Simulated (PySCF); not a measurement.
## B⁺ (boron, charge +1): UHF calculation

Configuration: [He] 2s2, closed-shell 1S. Calculation: PySCF 2.14, in aug-cc-pVDZ-DK (4s3p2d, 23 functions); the spin-free X2C one-electron Hamiltonian (Gaussian nucleus).

```
Total energy                        : -24.241840 hartree
One-electron energy                 : -30.3353 hartree
Hartree (Coulomb) energy            : 9.5789 hartree
Exchange energy                     : -3.4855 hartree
⟨S²⟩                                : 0.0000
⟨L²⟩                                : 0.000
Sum of ⟨r⟩                          : 4.270 bohr
Sum of ⟨r²⟩                         : 8.048 bohr²
Langevin diamagnetic susceptibility : -6.37 ×10⁻⁶ cm³/mol
Time after the integrals            : 0.09 s of wall time on 1 thread of Intel(R) Xeon(R) Platinum 8375C CPU @ 2.90GHz (shared host)
```

| shell | electrons | mean orbital energy (eV) | rms radius, mean of both spins (bohr) |
| --- | --- | --- | --- |
| 1s | 2 | -223.12 | 0.378 |
| 2s | 2 | -23.799 | 1.97 |
